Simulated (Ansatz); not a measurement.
System: SnI, charge 0, multiplicity 2. SMILES: [Sn][I]
Geometry from a B3LYP-D3(BJ)/def2-TZVP (Ansatz, an electronic-structure program) optimisation:
```
Sn
I 1 2.7470
```
Charge 0, spin multiplicity 2.

Wanted: size of the dipole moment, in D. Set-up: LANL2DZ with its own core potentials from Na on; STO-3G and 3-21G all-electron and non-relativistic; def2 sets with scalar-relativistic core potentials past Kr; UHF or UKS for open shells; no spin-orbit coupling. Ab initio and DFT rows: single points at B3LYP-D3(BJ) geometries (Ansatz). The spin state of an ion or metal species was assumed, not searched.

```tsv
level	program	size of the dipole moment (D)
B3LYP/STO-3G	Ansatz	2.55
B3LYP/3-21G	Ansatz	2.39
B3LYP/LANL2DZ	Ansatz	2.90
B3LYP/def2-SVP	Ansatz	2.34
```

No value to compare with is used here. The 4 habitual levels span 2.34 (B3LYP/def2-SVP) to 2.90 D (B3LYP/LANL2DZ).

The sets are all those run for this method; runs whose electronic state is in doubt are left out.
